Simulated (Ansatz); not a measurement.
Basis sets over 6 cases of the highest harmonic wavenumber at HF with Ansatz (Ga to Br present), each against its own reference: (a) the value in def2-QZVPPD; (b) the value in pcseg-3 (pcseg sets are built for DFT). By their distance from other large sets or by the extrapolation step the references are unsure by up to roughly 5 cm⁻¹ and lie short of the limit. Each level at its own minimum, unscaled; unrestricted open shells; no added dispersion term; no relativity. Cartesian d functions in some cases of 3-21G, 6-31G, 6-311G**. (X+d) sets on Al to Cl for cc-pVXZ and aug-cc-pVXZ. 

Cases are drawn at random; left out are references unsure by over 17 cm⁻¹, runs with very soft modes, doubtful singlets, and cases whose largest runs show a restricted determinant unstable towards unrestricted orbitals, <S^2> over 0.1 too high or, where CCSD(T) ran, T1 over 0.025 (0.045 for open shells). Sets are drawn from those converged to one state in every case.

Cases (SMILES) and reference values:
- [GeH] (GeH), doublet: 1993 cm⁻¹ (a)
- [Ga][F] (F-Ga) (closed-shell singlet): 653 cm⁻¹ (b)
- [AsH2] (AsH2), doublet: 2304 cm⁻¹ (b)
- [Ge][Cl] (Cl-Ge), doublet: 400 cm⁻¹ (b)
- [GaH] (GaH) (closed-shell singlet): 1666 cm⁻¹ (a)
- Br (HBr): 2797 cm⁻¹ (a)

```
basis        functions over def2-SVP (largest species, mean of cases)  mean signed deviation (cm⁻¹)  mean absolute  largest  within 50 cm⁻¹
-----------  --------------------------------------------------------  ----------------------------  -------------  -------  --------------
pcseg-0                                                           0.7                          -157            177      318          1 of 6
3-21G                                                             0.7                           -86            137      322          1 of 6
6-31G                                                             0.8                           -73             74      142          2 of 6
pcseg-1                                                           0.9                             0             10       21          6 of 6
def2-SV(P)                                                        0.9                             9             20       35          6 of 6
aug-cc-pVDZ                                                       1.3                            -7             11       19          6 of 6
6-311G**                                                          1.4                            -1              4       13          6 of 6
def2-TZVP                                                         1.5                             2              4        8          6 of 6
pcseg-2                                                           1.6                            -6              6       14          6 of 6
def2-TZVPP                                                        1.7                            -2              3        4          6 of 6
def2-TZVPPD                                                       2.0                            -1              2        4          6 of 6
aug-pcseg-2                                                       2.3                            -3              3        5          6 of 6
aug-cc-pVTZ                                                       2.3                            -5              5       12          6 of 6
cc-pVQZ                                                           2.7                             1              1        3          6 of 6
```

Among the sets for which every case ran a larger relative (same family, alike in diffuse functions, listed or not), the smallest listed that holds all cases within 50 cm⁻¹ together with them is pcseg-1, at 0.9 times the functions of def2-SVP, level with def2-SV(P). Inside, though some case ran no larger relative to test it: 6-311G**, def2-TZVPP, def2-TZVPPD, aug-pcseg-2, aug-cc-pVTZ, cc-pVQZ. Largest deviations of relatives not listed, over the cases that ran them: def2-SVP 28, def2-QZVPP 1, def2-QZVPPD 0, pcseg-3 4, def2-QZVP 3 cm⁻¹. These figures hold for the cases listed.

Ansatz is a first-principles code.
